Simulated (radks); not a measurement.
Task: The mean radii <r> (bohr) of the occupied orbitals of an atom or ion are listed with their occupations. Method: scalar-relativistic Kohn-Sham, PBE, spin-polarised, spherical densities, finite nucleus; Fermi nuclear charge, rms radius of each element as measured or else 0.836 A^(1/3) + 0.57 fm; computed with a radial shooting solver on a logarithmic mesh with Libxc functionals.

| orbital | occ. | <r> |
|---|---|---|
| 1s up | 1 | 0.02722 |
| 1s down | 1 | 0.02722 |
| 2s up | 1 | 0.1172 |
| 2s down | 1 | 0.1172 |
| 2p up | 3 | 0.1025 |
| 2p down | 3 | 0.1025 |
| 3s up | 1 | 0.3141 |
| 3s down | 1 | 0.3141 |
| 3p up | 3 | 0.3121 |
| 3p down | 3 | 0.3121 |
| 3d up | 5 | 0.2886 |
| 3d down | 5 | 0.2886 |
| 4s up | 1 | 0.7400 |
| 4s down | 1 | 0.7399 |
| 4p up | 3 | 0.7921 |
| 4p down | 3 | 0.7917 |
| 4d up | 5 | 0.9220 |
| 4d down | 5 | 0.9186 |
| 5s up | 1 | 1.930 |
| 5s down | 1 | 1.922 |
| 5p up | 3 | 2.344 |
| 5p down | 1 | 2.364 |
| 6s up | 1 | 5.939 |

Name the element and its charge. Open shells, if any, are filled with parallel spins first.

Result: Z = 53, iodine, charge 0: I in [Kr] 4d10 5s2 5p4 6s1. The 1s radius gives Z: for a bare nucleus <r> = (2 gamma + 1)/(2Z) with gamma = sqrt(1 - (Z/c)^2), 0.02683 bohr for Z = 53, and screening makes it slightly larger (0.02722 here). The occupations add up to 53, and the charge is Z minus that.
